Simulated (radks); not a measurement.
S2-, 18 electrons, occupied as [Ar].

Method: scalar-relativistic Kohn-Sham, LDA (Slater exchange, VWN5 correlation), spin-unpolarised, spherical densities, finite nucleus; Fermi nuclear charge, rms radius 3.2611 fm; Watson sphere of charge +2 and radius 3.97 bohr; computed with a radial shooting solver on a logarithmic mesh with Libxc functionals.

Energy parts (eV; the electron-nucleus part includes the sphere):
| part | energy |
|---|---|
| total | -11069.002 |
| kinetic | 10863.680 |
| electron-nucleus | -26377.920 |
| Hartree | 5118.061 |
| exchange-correlation | -672.822 |

Orbitals (lengths in bohr, moments of r in powers of bohr):
| orbital | occ. | eigenvalue (eV) | <1/r> |
|---|---|---|---|
| 1s | 2 | -2392.681 | 15.62 |
| 2s | 2 | -206.3835 | 3.053 |
| 2p | 6 | -152.0905 | 2.955 |
| 3s | 2 | -13.9732 | 0.7817 |
| 3p | 6 | -4.7650 | 0.5657 |

The highest occupied level is 3p at -4.765 eV. Summed over all electrons, <r^2> = 56.69 bohr^2, which gives a Langevin (diamagnetic) susceptibility term of -44.9 x 10^-6 cm^3/mol.
